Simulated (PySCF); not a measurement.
These 2 structures share the formula C9H9FO. Method used: PBE0-D3(BJ)/def2-SVP geometry optimisation, gas phase in PySCF. Energies are electronic, without zero-point or thermal terms, for one conformer each. No frequencies were run at this level. Point groups hold within 0.08 Å.

Question: Rank from lowest to highest electronic energy at this level (kJ/mol).
A. `[CH3:1][C:2](=[O:3])[c:4]1[cH:5][cH:6][c:7]([CH2:8][F:9])[cH:10][cH:11]1` with C1–C2–C4–C5 0°, C6–C7–C8–F9 -2°
B. `[CH3:1][C:2](=[O:3])[C@@:4]12[C@@H:5]3[C@H:6]4[C@@H:7]([CH2:8][C@H:9]13)[C@@:10]24[F:11]` with C1–C2–C4–C5 135°

Answer: A (0.0), B (228.0).

As drawn, the lower has an aromatic ring, which the higher lacks; the higher has a three-membered ring, a four-membered ring and a quaternary carbon, which the lower lacks.

```json
{"SMILES": "CC(=O)c1ccc(CF)cc1", "E (Eh)": "-522.49090", "E rel (kJ/mol)": "0.0", "dipole (D)": "1.68", "point group": "–", "A, B, C (MHz)": "3213, 546.5, 469.8"}
{"SMILES": "CC(=O)[C@@]12[C@@H]3[C@H]4[C@@H](C[C@@H]31)[C@]42F", "E (Eh)": "-522.40406", "E rel (kJ/mol)": "228.0", "dipole (D)": "2.57", "point group": "C1", "A, B, C (MHz)": "1839, 1145, 852.2"}
```
